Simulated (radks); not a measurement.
Q: The zinc ion Zn9+, 21 electrons, occupied as [Ar] 3d3. Method: scalar-relativistic Kohn-Sham, PBEsol, spin-unpolarised, spherical densities, point nucleus; computed with a radial shooting solver on a logarithmic mesh with Libxc functionals. Some entries of the table are withheld. Estimate them.

orbital,occ.,eigenvalue (eV),<r^2> (bohr^2),<1/r> (bohr^-1)
1s,2,-9753.010,0.003410,30.20
2s,2,(1),0.06023,(2)
2p,6,-1244.275,0.04808,6.462
3s,2,-342.2644,0.4580,(3)
3p,6,-294.8518,0.4741,2.147
3d,3,(4),0.4663,(5)

A: 
(1) 2s eigenvalue (eV): -1398.222
(2) 2s <1/r> (bohr^-1): 6.589
(3) 3s <1/r> (bohr^-1): 2.258
(4) 3d eigenvalue (eV): -219.0166
(5) 3d <1/r> (bohr^-1): 1.954
